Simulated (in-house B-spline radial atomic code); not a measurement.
A fraction x of an electron is removed from 2p in the nitrogen ion N⁺, starting from [He] 2s2 2p2 and keeping the highest spin. Computed with an all-electron radial atomic-structure program (B-spline basis): non-relativistic B97-1, spin-polarised, spherical fractional occupations, point nucleus.

Caution: exact exchange at fractional occupations of open shells leaves self-interaction of up to several eV.

```tsv
x	E(x) - E(0) (eV)	2p up level (eV)
0	0.0000	-22.625
0.06	1.3830	-23.478
0.14	3.3071	-24.627
0.26	6.3671	-26.378
0.5	13.1272	-29.977
0.59	15.8872	-31.358
0.66	18.1201	-32.443
0.87	25.2799	-35.759
0.97	28.9361	-37.368
1	30.0644	-37.854
```

The exact functional would give a straight line between the two integer points. Deviations E(x) - E(0) - x[E(1) - E(0)], in eV: -0.421 at x = 0.06, -0.902 at x = 0.14, -1.45 at x = 0.26, -1.905 at x = 0.5, -1.851 at x = 0.59, -1.722 at x = 0.66, -0.876 at x = 0.87, -0.226 at x = 0.97.

The curve lies below the straight line by up to 1.905 eV (at x = 0.5): convex, the delocalisation error, to which spherically averaged exact exchange adds.

How well does Slater's transition state (minus the level at half occupation) give the ionisation energy?

It gives 29.977 eV against 30.064 eV from the two total energies; NIST lists 29.60 eV, ground level to ground level. The end point has an open shell averaged over its orbitals, so its exact exchange keeps a self-interaction and this is no true integer point.
